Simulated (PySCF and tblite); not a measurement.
The numbers below are computed, except where a source is named.
4 E/Z isomers of C₈H₇N, numbered alike:

| isomer | SMILES | descriptors |
| --- | --- | --- |
| A | [CH:1]#[C:2]/[C:3]([C:4]#[N:5])=[CH:6]\[CH:7]=[CH:8]/[CH3:9] | 3=6 E, 7=8 Z |
| B | [CH:1]#[C:2]/[C:3]([C:4]#[N:5])=[CH:6]\[CH:7]=[CH:8]\[CH3:9] | 3=6 E, 7=8 E |
| C | [CH:1]#[C:2]/[C:3]([C:4]#[N:5])=[CH:6]/[CH:7]=[CH:8]\[CH3:9] | 3=6 Z, 7=8 Z |
| D | [CH:1]#[C:2]/[C:3]([C:4]#[N:5])=[CH:6]/[CH:7]=[CH:8]/[CH3:9] | 3=6 Z, 7=8 E |

Each isomer is a Boltzmann average at 298.15 K over at most 3 conformers: GFN2-xTB geometries, energies PBE0/def2-SVP (IEF-PCM, methanol) (D3(BJ) added where defined), GFN2-xTB thermal terms. Programs: PySCF with density fitting and tblite.

Question: Rank the isomers by free energy at 298.15 K.

Answer: 
| isomer | ΔG (kcal/mol) | ΔE, lowest conformer | conformers | largest weight % | rms dipole (D) |
| --- | --- | --- | --- | --- | --- |
| B | 0.0 | 0.0 | 2 | 100 | 7.54 |
| D | 0.4 | 0.3 | 2 | 100 | 6.44 |
| A | 1.4 | 1.3 | 1 | 100 | 7.04 |
| C | 1.7 | 1.7 | 1 | 100 | 6.62 |

Question: If they could interconvert freely, what would the mixture hold (chiral isomers as racemates)?

Answer: B 59 %, D 32 %, A 6 %, C 3 %. A racemate gains RT ln 2.

The search found a single conformer for at least one isomer; other rotamers may be missing.
